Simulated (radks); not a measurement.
The numbers below are computed, except where a source is named.
All-electron atom: Pd2.625+ in [Ar] 3d10 4s2 4p(1/2: 2, 3/2: 3.375) 4d8 (fractional occupations, a model configuration). Code: a radial shooting solver on a logarithmic mesh with Libxc functionals. Model: Dirac Kohn-Sham, PBE, spin-unpolarised, spherical densities, finite nucleus; open shells fill j = l - 1/2 first; Fermi nuclear charge, rms radius 4.5318 fm.

Spin-orbit splittings of the eigenvalues, e(l+1/2) - e(l-1/2), with zeta = 2 splitting/(2l+1) and mean radii in bohr:

shell   occ.  splitting (eV)  zeta (eV)  <r> j=l-1/2  <r> j=l+1/2
2p         6           159.4      106.3       0.1171       0.1221
3p         6           27.79      18.53       0.3711       0.3819
3d        10           5.542      2.217       0.3555       0.3590
4p     5.375           4.585      3.057        1.005        1.034
4d         8               ?          ?        1.312        1.325

Estimate the 4d splitting.

Answer. 0.5665 eV (zeta = 0.2266 eV).
